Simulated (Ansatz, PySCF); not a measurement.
Reaction (SMILES): F[SiH2][SiH3] → F[SiH][SiH3] + H atom (the H-Si bond at the site shown breaks; other sites are not compared here)
Each molecule is optimised on its own at B3LYP-D3(BJ)/def2-TZVP (Ansatz, a first-principles code).

Wanted: bond dissociation energy (0 K, with B3LYP-D3(BJ) harmonic zero-point energies from PySCF), in kcal/mol. Valence correlation only, unless marked. UHF or UKS for open shells. No spin-orbit coupling. No relativistic terms. CBS marks a two-point X^-3 extrapolation of the correlation energy; Hartree-Fock from the larger set.

CCSD(T)/CBS(aug-cc-pV(T+d)Z,aug-cc-pV(Q+d)Z) (Ansatz) gives 89.9 kcal/mol.

Question: Another calculation gave 84.7 kcal/mol. Which level was it?
(A) revPBE/def2-TZVPD (Ansatz)
(B) r2SCANh/def2-TZVPD (Ansatz)
(C) wB97X-V/def2-TZVPD (Ansatz)
(D) SVWN5/def2-TZVPD (Ansatz)

Answer: B, r2SCANh/def2-TZVPD (Ansatz). The others give 89.2 (wB97X-V), 81.2 (revPBE), 91.8 (SVWN5) kcal/mol.
